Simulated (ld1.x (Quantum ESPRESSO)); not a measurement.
Transferability test, ultrasoft potential for boron

```json
{
  "Element": "B",
  "Generator": "ld1.x (Quantum ESPRESSO) 7.5",
  "Type": "ultrasoft",
  "Functional": "LDA (PZ)",
  "Relativity": "scalar-relativistic",
  "Frozen core": "[He]",
  "Valence charge": "3",
  "Reference configuration": "2s2 2p1",
  "Partial waves": "2s (bound): rcut 0.85, rcutus 1.20 bohr; 2s channel at 0.05 Ry: rcut 0.85, rcutus 1.20 bohr; 2p (bound): rcut 2.70, rcutus 3.40 bohr; 2p channel at 1.25 Ry: rcut 2.70, rcutus 3.40 bohr",
  "Local potential": "all-electron potential smoothed inside 1.15 bohr (lloc = -1)",
  "Core correction": "none",
  "Augmentation charge": "built from norm-conserving waves at rcut, not smoothed further"
}
```

Energies are relative to the spin-unpolarised reference configuration 2s2 2p1; without spin polarisation the order of configurations can differ from experiment. Spin-polarised rows fill each open shell by Hund’s rule, majority spin first. The frozen-core shift is the all-electron ΔE with the core orbitals held at their reference shape minus the fully relaxed ΔE.

```
   valence configuration  charge  ΔE all-electron (eV)  error AE − PS (meV)  frozen-core shift (meV)
                 2s2 2p0      +1                 8.327                  +61                     +0.5
                 2s1 2p0      +2                33.631                 +225                     +8.8
               2s2 2p1.3    -0.3                -0.772                 -6.4                      0.0
                 2s0 2p3       0                11.401                 +6.8                     +2.0
                 2s1 2p1      +1                14.283                 -154                     +1.3
2s2 2p1 (spin-polarised)       0                -0.235                  +18                     +0.4
2s1 2p0 (spin-polarised)      +2                32.903                 +316                      +11
```

**Question.** What are ΔE and the potential's error for 2s1 2p2?

**Answer.** ΔE = 5.686 eV all-electron; the error (AE − PS) is -0.1 meV.

**Question.** What are ΔE and the potential's error for 2s2 2p0.5?

**Answer.** ΔE = 2.943 eV all-electron; the error (AE − PS) is -4.3 meV.

Levels in the configuration 2s2 2p1 (spin-polarised):

| level | all-electron (eV) | pseudo (eV) |
| --- | --- | --- |
| 2s up | -9.782 | -9.836 |
| 2p up | -4.075 | -4.121 |
| 2s down | -8.735 | -8.701 |

A Bessel basis up to 400 Ry misses an occupied level by 0.30 Ry, so cutoffs and ghosts were not judged.
